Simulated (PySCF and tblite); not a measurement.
Results of a calculation; reference values are marked as such.
System: C₃H₉PSSi₂, numbered as in [CH2:1]=[C:2]([CH3:3])[Si@@H:4]1[PH:5][SiH2:6][S:7]1.

Motion: pyramidal inversion at P5. GFN2-xTB gives an electronic barrier of 19.5 kcal/mol and a reaction energy of 0.5 kcal/mol.

**Question.** What does PBE0/pcSseg-1 + D3(BJ), IEF-PCM acetonitrile give on GFN2-xTB geometries?

**Answer.** A barrier of 19.3 kcal/mol, 0.2 below the tight-binding barrier (from unrounded values), a reaction energy of 0.4 kcal/mol and, with GFN2-xTB thermal terms, ΔG‡(298 K) = 18.4 kcal/mol and k = 0.22 s⁻¹ (1 equivalent path).

Programs: tblite and PySCF.
